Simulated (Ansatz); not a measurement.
Saddle point of GaH5SO, closed shell (GaH₃O ([OH][GaH2]) + H₂S → GaH₃S ([SH][GaH2]) + H₂O (still joined by a long Ga–O bond); bonds formed: O2–H5; dative contacts that become bonds: Ga1–S6; bonds broken: H5–S6; bonds weakened to dative contacts: Ga1–O2), PBE0-D4/def2-TZVP structure:

```tsv
atom	x (Å)	y (Å)	z (Å)
Ga1	-0.4821	-0.8067	0.3490
O2	-0.9491	0.8932	-0.3807
H3	-0.5285	-1.9315	-0.7286
H4	-0.7687	-0.8864	1.8839
H5	0.5181	1.0569	-0.2491
S6	1.7525	0.3198	0.1008
H7	-1.4843	1.4550	0.1854
H8	1.9420	-0.1003	-1.1606
```

Energies are electronic, without zero-point energy. Barriers and step energies count from the start structure reached by relaxing down the imaginary mode; all methods use the PBE0-D4 structures, on which another method's saddle can fall below an end. Ansatz 0.2.0; basis: def2-TZVPP, with def2-QZVPP for the basis limit; cores frozen in the correlated methods. Filled d shells of the heavier atoms are correlated. The def2 sets are not built for correlating such inner shells, so the correlated values are less sure here. B3LYP uses VWN-RPA correlation. Extrapolation: Hartree–Fock as exp(−7.88 √X), correlation as X^−2.97.

| method | barrier (kcal/mol) | step energy (kcal/mol) |
| --- | --- | --- |
| SPW92 | -3.37 | -15.08 |
| PBE-D4 | 0.68 | -13.68 |
| BLYP-D4 | 3.23 | -11.64 |
| r2SCAN-D4 | 1.93 | -13.99 |
| B97M-V | ? | -14.03 |
| PBE0-D4 | 2.59 | -14.91 |
| B3LYP-D4 | 4.50 | -12.86 |
| r2SCAN0-D4 | 3.38 | -15.05 |
| BHLYP-D4 | 6.86 | -14.01 |
| CAM-B3LYP-D4 | 5.06 | -12.92 |
| wB97X-V | 5.39 | -13.38 |
| wB97M-V | 5.09 | -14.24 |
| B2PLYP | ? | -13.06 |
| PBE-QIDH | ? | -15.02 |
| RPA on PBE | 5.63 | -11.93 |
| HF | 13.05 | -14.33 |
| MP2 | 4.11 | -13.86 |
| CCSD | 6.89 | -13.61 |
| CCSD(T) | 5.34 | -13.59 |

Q: Fill in the withheld barriers. (An estimate is asked for; the value comes from the calculation.)

A: The calculation gives: B2PLYP 4.86; PBE-QIDH 3.92; B97M-V 4.55 kcal/mol. Each is the energy of the saddle less that of the start structure, by the same method.

For comparison, the barrier by CCSD(T) at an estimated basis limit (MP2 extrapolated from triple and quadruple zeta, plus CCSD(T) − MP2 in triple zeta) is 5.03 kcal/mol.

The T1 diagnostic stays at or below 0.014.

Labels in which every atom is bracketed show which atoms are joined, not bond orders.

For scale, one of the runs: CCSD(T)/def2-TZVPP, 191 basis functions, launched by `ansatz run in.yaml --threads 4 --pin off --events-out ev --progress --plain --max-ram 9574MiB`. The run took 56 s on 4 CPU threads of an Intel Xeon (shared host), with 2 GiB of host memory at its peak.
